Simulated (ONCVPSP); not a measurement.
# Which change was made? (Hg, ONCV)

ONCVPSP 4.0.1 input, shortened (lines: element, Z, core and valence counts, functional; n l f; lmax; l rc ep ncon nbas qcut; lloc lpopt rc5 dvloc0; l nproj debl; icmod fcfact rcfact), PBE, scalar-relativistic:

```
  Hg 80.00   10    4        4      upf
    1    0    2.00
    2    0    2.00
    2    1    6.00
    3    0    2.00
    3    1    6.00
    3    2   10.00
    4    0    2.00
    4    1    6.00
    4    2   10.00
    4    3   14.00
    5    0    2.00
    5    1    6.00
    5    2   10.00
    6    0    2.00
    2
    0    1.15    0.00    3    8    8.20
    1    1.75    0.00    4    8    9.70
    2    1.60    0.00    4    9   10.40
    4    4    0.85    4.00
    0    2    0.60
    1    2    1.70
    2    2    0.90
    0    0.00    0.00
```

In the p channel the program set the typed energies aside and used -2.444, 0.250 Ha.

Cutoffs, loose and tight: the cutoffs (Ha) at which the residual kinetic energy of the hardest occupied pseudo-wave falls to 1 and 0.1 mHa per electron. They do not see the model core or the augmentation charge, which bear on the density cutoff. Test errors are all-electron minus pseudo excitation energies from the reference, over the configurations 5s2 5p6 5d10 6s1; 5s2 5p6 5d10 6s0; 5s2 5p6 5d9 6s0; 5s2 5p6 5d10 6s1.5; variants that change the core or the reference have their own tests.

The base gives: outcome: generated, projector energies reset by the program; cutoff, loose: 31 Ha; cutoff, tight: 126 Ha; bound ghosts: none; GHOST(+) flags above zero: s; largest test error (meV): -18.

Q: After one change the result is: outcome: generated, projector energies reset by the program; bound ghosts: s; GHOST(+) flags above zero: s; largest test error (meV): -20. Which change was it?
A. all radii scaled by about 0.87 (s 1.00, p 1.52, d 1.40 bohr); local potential polynomial inside 0.74 bohr (lpopt 4, dvloc0 4 Ha)
B. s: qcut 5.8; p: qcut 6.9; d: qcut 7.4
C. p: qcut 14.4

A: B. The others give: p: qcut 14.4 → outcome: failed: ERROR pspot: first pseudo wave function has node, program will stop | all radii scaled by about 0.87 (s 1.00, p 1.52, d 1.40 bohr); local potential polynomial inside 0.74 bohr (lpopt 4, dvloc0 4 Ha) → outcome: generated, projector energies reset by the program; cutoff, loose: 54 Ha; cutoff, tight: 201 Ha; bound ghosts: none; GHOST(+) flags above zero: s, p; largest test error (meV): -17.
